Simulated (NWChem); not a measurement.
# SiHF, singlet; SMILES F[SiH]

Low-valent species are run as closed-shell singlets; no triplet was tried in these runs.

**Question.** Give the equilibrium geometry at PBE-D3(BJ)/def2-SVP (NWChem) as a list of bonds and angles, with the point group.

**Answer.** point group Cs; any orientation.
Bond lengths (Å): Si1–H2 1.565, Si1–F3 1.653. Bond angles (°): H2–Si1–F3 96.9.
